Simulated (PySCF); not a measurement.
Vertical excitations of a molecule C₂H₁₀OSi₂ from TDDFT-ωB97X/def2-SVPD in PySCF, as energy in eV (oscillator strength): 7.36 (0.015), 7.42 (0.041), 7.54 (0.027), 8.05 (0.115), 8.14 (0.215), 8.25 (0.104), 8.29 (0.078), 8.49 (0.012), 8.59 (0.120), 8.61 (0.038). Lowest triplet (TDA): 6.56 eV. Geometry: B3LYP-D3(BJ)/def2-SVP. The values are those of a single conformer.

Problem. Which structure fits?
A. CC[SiH2]O[SiH3]
B. CO[SiH2][SiH2]C
C. O[C@H]([SiH3])C[SiH3]
D. COC[SiH2][SiH3]

Solution. D, COC[SiH2][SiH3]
